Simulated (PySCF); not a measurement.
## Correlation energy of Sn (tin, neutral)

[Kr] 4d10 5s2 5p2, high-spin 3P determinant. Computed with PySCF 2.14 in def2-SVP with the def2 core potential (28 electrons), with a scalar-relativistic core potential. Frozen: 4s2 4p6 4d10; 4 electrons correlated.

MP2 pair energies summed by pair of shells (mhartree):

```csv
pair,energy,share (%)
5s-5p,-20.07,58.6
5s-5s,-11.03,32.2
5p-5p,-3.16,9.2
```

Total MP2 correlation energy: -34.26 mhartree.

Same-spin part -5.80 and opposite-spin part -28.46 mhartree; SCS-MP2 scales them by 1/3 and 6/5 to -36.09 mhartree.

```csv
level,correlation energy (mhartree)
CCSD,-48.14
(T),-0.59
CCSD(T),-48.73
```

Diagnostics: T1 = 0.0078, D1 = 0.0214, largest double amplitude 0.094.

Question: Is a single reference adequate?

Answer: Mostly. T1 lies below 0.03, but a double amplitude of this size points to a near-degeneracy that CCSD handles and MP2 describes poorly.
